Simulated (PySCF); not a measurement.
# Working with the constants of RbSe⁺

UHF-CCSD(T) constants of RbSe⁺, ³Σ⁻ (triplet), unpaired electrons π ↑↑ (basis Rb def2-SVP with ECP28, Se def2-SVP; scalar-relativistic core potentials; PySCF 2.14; masses 84.9118 and 79.9165 u):

* ωe: 71.4 cm⁻¹
* ωexe: 0.614 cm⁻¹
* Be: 0.030483 cm⁻¹
* αe: 0.000271 cm⁻¹
* D (centrifugal): 2.22e-08 cm⁻¹
* De to Rb⁺ + Se: 0.349 eV

(1) Give the vibrational terms G(v) and spacings up to v = 6.

(2) How well does the Morse estimate ωe²/(4ωexe) reproduce De, and what is D0?

Correlated steps freeze 9 core orbitals. The bond is weak. Basis-set superposition, not corrected here, can be much of De in a small basis, most of all at correlated wavefunction levels. Spin–orbit coupling is left out. For an ion De counts to the pair picked by the measured ionisation energies or electron affinities, which need not be the lowest pair at this level. The state is the lowest determinant that a PBE0 search found; another state may lie lower at other levels.

Results:

(1) G(v) = ωe(v+½) − ωexe(v+½)².

```csv
v,G(v) (cm⁻¹),G(v) − G(v−1),Bv (cm⁻¹)
0,35.5,,0.03035
1,105.7,70.2,0.03008
2,174.7,68.9,0.02981
3,242.4,67.7,0.02953
4,308.9,66.5,0.02926
5,374.1,65.3,0.02899
6,438.2,64.0,0.02872
```

(2) It gives 0.257 eV, 74 % of the computed De. D0 = De − G(0) = 0.349 − 0.004 = 0.345 eV.
